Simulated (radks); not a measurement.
Values are calculated unless marked as measured or tabulated.
Problem. The rhodium anion Rh-, 46 electrons, occupied as [Kr] 4d8 5s2. Level of theory: scalar-relativistic Kohn-Sham, LDA (Slater exchange, Perdew-Wang correlation), spin-polarised, spherical densities, finite nucleus; open shells are filled with parallel spins first (spin-orbit coupling, left out, can overturn this in heavy ions); Fermi nuclear charge, rms radius 4.4945 fm; hard spherical wall at 1.5 bohr (a radial shooting solver on a logarithmic mesh with Libxc functionals). Some entries of the table are withheld. Estimate them.

orbital,occ.,eigenvalue (hartree),<r^2> (bohr^2)
1s up,1,-837.5417,0.001441
1s down,1,-837.5408,0.001441
2s up,1,-115.0441,0.02387
2s down,1,-115.0111,0.02387
2p up,3,-102.3273,0.01879
2p down,3,-102.3012,0.01879
3s up,1,-15.34328,0.1822
3s down,1,-15.32162,0.1821
3p up,3,-11.19004,0.1873
3p down,3,-11.16673,0.1871
3d up,5,-4.45029,0.1813
3d down,5,-4.41907,0.1811
4s up,1,2.25930,0.8226
4s down,1,2.33121,0.8223
4p up,3,3.67226,0.8508
4p down,3,3.74436,0.8506
4d up,5,5.99326,0.8718
4d down,3,6.06559,0.8718
4f up,0,8.25088,0.8801
4f down,0,8.31980,0.8792
5s up,1,13.55600,0.9257
5s down,1,13.60792,0.9259
5p up,0,(1),0.9015
5p down,0,(2),0.9016
6s up,0,(3),0.8831
6s down,0,(4),0.8831

Solution. 
(1) 5p up eigenvalue (hartree): 14.85476
(2) 5p down eigenvalue (hartree): 14.90638
(3) 6s up eigenvalue (hartree): 31.01033
(4) 6s down eigenvalue (hartree): 31.06077
